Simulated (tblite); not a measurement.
C7H9F.
Structure used (GFN2-xTB), in Å, numbered top down from 1:
```xyz
17
C7H9F angstrom
C     -3.0970    0.0026    0.1411
C     -1.8272    0.1520   -0.1869
C     -0.6895   -0.2092    0.7043
C      0.3713    0.8611    0.8646
C      1.3274    0.1838    0.2293
C      2.7389    0.4111   -0.1530
C      0.4536   -1.0320    0.0241
F      0.2291   -1.4059   -1.2774
H     -3.8935    0.2792   -0.5279
H     -3.3932   -0.4039    1.0947
H     -1.5449    0.5572   -1.1487
H     -1.0525   -0.6490    1.6364
H      0.3222    1.8246    1.3362
H      3.3847   -0.3080    0.3515
H      3.0501    1.4179    0.1133
H      2.8595    0.2681   -1.2262
H      0.7541   -1.9378    0.5607
```

Computed with GFN2-xTB (tblite): harmonic, unscaled wavenumbers at the GFN2-xTB geometry, gas phase. Errors from tens to a few hundred cm⁻¹ against measured bands are possible. One conformer, not necessarily the lowest.

Harmonic wavenumbers (cm⁻¹): 57.8, 85.2, 111.4, 192.8, 207.6, 306.3, 335.9, 379.0, 461.5, 560.9, 671.8, 740.0, 803.9, 854.7, 896.1, 906.1, 967.7, 1001.7, 1008.7, 1021.6, 1026.6, 1096.2, 1123.8, 1155.2, 1175.7, 1201.9, 1241.2, 1267.0, 1292.6, 1304.6, 1391.4, 1415.9, 1461.6, 1468.7, 1709.0, 1726.5, 2921.8, 2947.2, 2998.5, 3017.4, 3045.1, 3074.8, 3097.5, 3129.1, 3133.1.

A = 4053, B = 1400, C = 1149 MHz; mass 112.069 u (most abundant isotopes); point group C1, symmetry number 1.

**Question.** Zero-point energy?

**Answer.** Half the sum of the wavenumbers: 29997 cm⁻¹ = 358.84 kJ/mol.

**Question.** What is S at 273.15 K and 1 bar for an ideal gas of classical rigid rotors and harmonic oscillators?

**Answer.** Translation 165.89, rotation 117.28, vibration 87.20: S = 370.4 J/(mol K).

**Question.** And Cp and H(273.15 K) − H(0)?

**Answer.** Cp = 127.37 J/(mol K), of which vibrations give 94.11 (their classical limit is 45 R = 374.2); H(273.15 K) − H(0) = 21.86 kJ/mol without the zero-point energy, 12.78 from vibrations.

**Question.** How do the functions run with temperature in this model?

**Answer.** 
```
 T (K)  S (J/(mol K))  Cp (J/(mol K))  H − H(0) (kJ/mol)  G − H(0) (kJ/mol)  ln q(vib)
    50          236.2            50.7               1.99              -9.82       0.35
   100          277.3            69.3               5.01             -22.72       1.29
298.15          381.9           137.0              25.16             -88.71       5.38
373.15          415.8           165.6              36.52            -118.63       6.93
   500          470.4           208.3              60.33            -174.88       9.59
   750          567.0           267.5             120.39            -304.87      14.79
  1000          649.5           305.5             192.33            -457.20      19.74
```

q(vib) and H(0) count from the zero-point level.

**Question.** Which modes carry the vibrational entropy at 273.15 K?

**Answer.** 57.8 cm⁻¹: 18.23; 85.2 cm⁻¹: 15.05; 111.4 cm⁻¹: 12.87; 192.8 cm⁻¹: 8.53; 207.6 cm⁻¹: 7.97; 306.3 cm⁻¹: 5.18 J/(mol K); the other 39 give 19.37 together.

Hindered rotation and anharmonicity are outside this model. Other conformers, if any are populated, would add a mixing term that is left out. The structure is chiral; the term R ln 2 for an equal mix with its mirror image is left out.
